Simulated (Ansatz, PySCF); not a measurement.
Process, species as SMILES: CCCCC=O → [CH3] (CH3) + [CH2]CCC=O (the C-C bond at the site shown breaks; other sites are not compared here)
Structures are relaxed separately at B3LYP-D3(BJ)/def2-TZVP in Ansatz (an electronic-structure program), one conformer each, not searched for the lowest. Frequencies are from Ansatz or PySCF.

Wanted: bond dissociation energy (enthalpy at 298 K, with B3LYP-D3(BJ) rigid-rotor harmonic-oscillator terms), in kcal/mol. Cores are frozen in the correlated levels unless marked. UHF or UKS for open shells. No spin-orbit coupling. Non-relativistic. CBS marks a two-point X^-3 extrapolation of the correlation energy; Hartree-Fock from the larger set. [CCSD(T)-MP2]/basis is that difference in the basis named.

```tsv
level	program	bond dissociation energy (kcal/mol)
revPBE-D3(BJ)/def2-TZVPD	Ansatz + dftd3	84.5
PBE0-D3(BJ)/def2-TZVPD	Ansatz + dftd3	87.1
PBE0-D4/def2-TZVPD	Ansatz + dftd4	87.0
r2SCANh-D4/def2-TZVPD	Ansatz + dftd4	80.5
```

Q: Estimate the value at RI-MP2/CBS(cc-pVTZ,cc-pVQZ)+[CCSD(T)-MP2]/cc-pVTZ as computed with Ansatz.

A: 90.0 kcal/mol, so r2SCANh-D4/def2-TZVPD differs from it by -9.5 kcal/mol.
